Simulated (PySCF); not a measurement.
A structure optimised at PBE0-D3(BJ)/def2-SVP, used in a PySCF frequency run:

```xyz
17

C      3.2149    -0.3873    -0.0247
C      2.0876     0.4081    -0.6761
Si     0.5543     0.5535     0.4104
N     -0.8185     1.3328    -0.3673
Si    -2.1583     0.2011    -0.4667
Si    -0.7821    -1.3769     0.6066
H      3.5392     0.0695     0.9242
H      2.9010    -1.4192     0.2024
H      4.1007    -0.4516    -0.6757
H      2.4264     1.4298    -0.9261
H      1.7787    -0.0518    -1.6304
H      0.9564     1.2167     1.6967
H     -0.8403     2.2953    -0.6914
H     -2.5915    -0.1008    -1.8703
H     -3.3833     0.6473     0.2738
H     -0.3666    -2.5628    -0.2041
H     -1.2013    -1.8147     1.9720
```
Charge 0, spin multiplicity 1.

Question: Write its SMILES and formula.

Answer: CC[Si@H]1N[SiH2][SiH2]1, C₂H₁₁NSi₃

Question: What are its rotational constants (standard atomic weights)?

Answer: 3.2119, 1.1438, 0.94017 GHz
